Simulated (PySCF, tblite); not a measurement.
Isomers of C5H16Si3. Computed with GFN2-xTB (tblite): harmonic, unscaled wavenumbers at the GFN2-xTB geometry, gas phase. Errors from tens to a few hundred cm⁻¹ against measured bands are possible. Modes of hydrogen on silicon can be 10 to 20 % off. One conformer each.

Electronic energies: PBE0/pcSseg-1 single points on the GFN2-xTB geometries (PySCF, gas phase).

```csv
SMILES,"electronic energy, lowest = 0 (kJ/mol)"
[SiH3]C([SiH3])([SiH3])C1CCC1,94.2
C=C[C@@H](C)[SiH2]C([SiH3])[SiH3],38.0
C=C(C)[SiH2]C[SiH2]C[SiH3],0.0
```

How do GFN2-xTB zero-point energies change the relative energies?

```csv
SMILES,ZPE (kJ/mol),of it from modes above 1550 cm⁻¹,electronic (kJ/mol),"with ZPE, lowest = 0 (kJ/mol)",lowest mode (cm⁻¹),rings
C=C(C)[SiH2]C[SiH2]C[SiH3],470.5,265.2,0.0,0.0,17,0
C=C[C@@H](C)[SiH2]C([SiH3])[SiH3],467.5,261.4,38.0,35.0,36,0
[SiH3]C([SiH3])([SiH3])C1CCC1,471.1,246.1,94.2,94.8,36,1
```

The zero-point energies span 3.6 kJ/mol, from `C=C[C@@H](C)[SiH2]C([SiH3])[SiH3]` to `[SiH3]C([SiH3])([SiH3])C1CCC1`. The order is unchanged.

And how do the electronic energies of GFN2-xTB itself compare?

`C=C(C)[SiH2]C[SiH2]C[SiH3]` 83.5; `C=C[C@@H](C)[SiH2]C([SiH3])[SiH3]` 63.4; `[SiH3]C([SiH3])([SiH3])C1CCC1` 0.0 kJ/mol, lowest = 0. Against the energies above, taken from the same isomer `C=C(C)[SiH2]C[SiH2]C[SiH3]`, the largest difference is 177.7 kJ/mol.
